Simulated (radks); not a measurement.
The iodine ion I33+, 20 electrons, occupied as [Ar] 4s2 (not the ground configuration). Calculated with a radial shooting solver on a logarithmic mesh with Libxc functionals: Dirac Kohn-Sham, BLYP, spin-unpolarised, spherical densities, finite nucleus; Fermi nuclear charge, rms radius 4.75 fm.

Spin-orbit splittings of the eigenvalues, e(l+1/2) - e(l-1/2), with zeta = 2 splitting/(2l+1) and mean radii in bohr:

shell	occ.	splitting (eV)	zeta (eV)	<r> j=l-1/2	<r> j=l+1/2
2p	6	303.2	202.2	0.09755	0.1030
3p	6	71.61	47.74	0.2746	0.2834
3d	0	16.67	6.670	0.2476	0.2503
4p	0	25.34	16.89	0.5506	0.5630
